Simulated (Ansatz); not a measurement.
Consider the formal exchange of groups at the Si–Ge bond: `C[Si](F)(F)[GeH3]` + `N#C/C=C/F` → `C[Si](F)(F)C#N` + `F/C=[CH]/[GeH3]`.

Isolated molecules relaxed with PBE0-D4/def2-TZVP in Ansatz; ΔE leaves out vibrations. CCSD(T)/CBS adds triple-zeta CCSD(T) − MP2 to the extrapolated MP2 energy (def2 sets, frozen cores). Double bonds are as drawn, so ΔE can hold a change between cis and trans. For Ge outer-core shells are correlated without core-valence functions, which leaves a few kJ/mol of doubt a bond. Scalar relativity is left out up to krypton.

`C[Si](F)(F)[GeH3]`:

```xyz
11

C     0.106   -1.744    0.325
Si    0.764   -0.103   -0.205
F     2.027    0.261    0.702
F     1.316   -0.229   -1.698
Ge   -0.768    1.716   -0.123
H    -0.241   -1.704    1.360
H     0.885   -2.506    0.250
H    -0.734   -2.045   -0.307
H    -1.279    1.910    1.314
H    -0.099    3.017   -0.590
H    -1.977    1.428   -1.028
```

`N#C/C=C/F`:

```xyz
7

N    -1.279   -0.116   -2.192
C    -0.543    0.023   -1.317
C     0.378    0.203   -0.257
C     0.064   -0.157    0.982
F     0.914    0.006    1.979
H     1.345    0.640   -0.479
H    -0.879   -0.599    1.285
```

`C[Si](F)(F)C#N`:

Cartesian coordinates in Å:
```
C -0.588 0.141 -1.107
Si 0.664 -0.107 0.201
F 1.398 -1.498 0.061
F 1.766 1.024 0.186
C -0.085 -0.082 1.887
N -0.608 -0.056 2.912
H -1.342 -0.648 -1.068
H -1.088 1.103 -0.979
H -0.117 0.123 -2.093
```

`F/C=[CH]/[GeH3]`:

Z-matrix (Å, degrees):
```
Ge
C 1 1.931
H 1 1.537 2 110.3
H 1 1.537 2 108.4 3 120.1
H 1 1.537 2 110.3 3 -119.9
C 2 1.320 1 121.1 3 -120.4
H 2 1.086 1 120.6 3 59.6
F 6 1.338 2 122.6 1 -180.0
H 6 1.086 2 126.1 1 0.0
```

```csv
species,CCSD(T)/CBS(def2) energy (Eh)
`C[Si](F)(F)[GeH3]`,-2606.59040
`N#C/C=C/F`,-269.79876
`C[Si](F)(F)C#N`,-621.42890
`F/C=[CH]/[GeH3]`,-2254.97449
```

Problem. Work out ΔE.

Solution. ΔE = (-621.42890) + (-2254.97449) − (-2606.59040) − (-269.79876) = -0.01423 Eh = -8.9 kcal/mol.

Largest T1 diagnostic among the species: 0.014.

From PBE to PBE0 (25 % exact exchange), in def2-TZVPP and without D4, ΔE moves by −1.8 kcal/mol.
